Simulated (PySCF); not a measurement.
# Structure elucidation problem

Molecular formula: C₂H₁₅NSi₄. Simulated spectra:

$^{1}$H NMR (300 MHz, computed): δ 5.03 (d, 2H), 3.69 (d, 6H), 3.08 (m, 1H), 2.44 (s, 6H).

$^{13}$C{$^{1}$H} NMR (computed): δ 42.4 (CH3).

PySCF 2.14.0 with density-fitted response routines calculation with NMR shieldings at PBE0/pcSseg-1/GIAO and coordinates at the PBE0-D3(BJ)/def2-SVP level; non-relativistic, fast rotation and ring inversion assumed for equivalent nuclei, single conformer, gas phase.

δ = σ(ref) − σ, references computed at the same level: TMS for $^{1}$H, $^{13}$C.

Q: Propose a structure and justify it.

A: 
- The formula gives 0 degrees of unsaturation.
- 1 carbon signal for 2 carbons: some carbons are equivalent by symmetry or fast rotation.
- Carbon types of the structure: 2 × CH3, leaving 9 H on heteroatoms.
- δC 42.4: methyl carbon bonded to N; the inductive effect lowers its shielding.
- δH 5.03: hydrogen on a silicon bonded to N, Si.
- δH 3.69: hydrogen on a silicon bonded to Si.
- δH 3.08: hydrogen on a silicon bonded to 3 Si.
- δH 2.44: hydrogen on a methyl carbon bonded to N; its carbon carries N, hence the downfield position.

The compound is SMILES CN(C)[SiH2][SiH]([SiH3])[SiH3].

The shifts were computed for this structure.

Shifts are as computed. Against solution values, carbons near 30 ppm lie about +2 ppm off and those near 130 ppm about +5 ppm. Of 1211 compounds with measured shifts, 218 miss one by over three times the rms of a fit or turn the order of signals round; such compounds aren't used in these exercises. Multiplicities follow the n + 1 count of equivalent neighbours, as no J values were calculated; m marks all less simple cases, F and P coupling included.
